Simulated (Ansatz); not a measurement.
The same path of ClH3Sn (5 atoms, charge 0, multiplicity 1) was run twice with different band settings. Lost on the way: Sn1–Cl2, Sn1–H3. Made: Cl2–H3.

Theory: RKS PBE/def2-TZVP in Ansatz 0.2.0.

Relaxed end points:

```xyz
5
Properties=species:S:1:pos:R:3
Sn 0.325 0.000 0.072
Cl 0.724 0.000 2.395
H 1.872 0.000 -0.665
H -0.565 1.427 -0.266
H -0.565 -1.427 -0.266
```

```xyz
5
Properties=species:S:1:pos:R:3
Sn -0.194 0.000 -0.941
Cl 1.501 0.000 1.447
H 2.650 0.000 0.854
H -1.082 1.270 -0.046
H -1.082 -1.270 -0.046
```

Common settings: movable images 9; climbing image yes; spring 5.0 eV/Å²; optimiser quadratic models (default); force threshold 0.03 eV/Å; iteration limit 60; end points relaxed.

| run | start path |
| --- | --- |
| 1 | through a guess of the saddle point |
| 2 | straight line |

(1) What does each run give, and how far can it be trusted?

## Answers

(1) Run 1: converged after 9 iterations, highest image 1.729 eV above the first end. A vibrational analysis at the climbing image gives one clearly imaginary mode, 807i cm⁻¹: a first-order saddle point.
Run 2: converged after 7 iterations, highest image 1.729 eV above the first end. Another band between the same ends (9 images) ends at a top of the same energy, where a vibrational analysis finds 1 clearly imaginary mode.
The orbitals stay closed-shell, which can raise the energy where a bond breaks towards radicals; this wasn't checked here.
